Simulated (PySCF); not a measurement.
SnOBr2, SMILES [O]=[Sn]([Br])[Br]. Heavy atoms are numbered as in [Sn:1](=[O:2])([Br:3])[Br:4].

Geometry optimised at B3LYP-D3(BJ)/def2-SVP. The def2 effective core potentials stand for the cores of Sn; spin–orbit coupling is left out.

Level of theory: M06-2X/def2-TZVP (PySCF).

Atomic charges (e), one atom of each kind:

```json
[
 {"atom": "Sn1", "Mulliken": "1.14", "Löwdin": "0.29"},
 {"atom": "O2", "Mulliken": "-0.65", "Löwdin": "-0.45"},
 {"atom": "Br3", "Mulliken": "-0.24", "Löwdin": "0.08"}
]
```
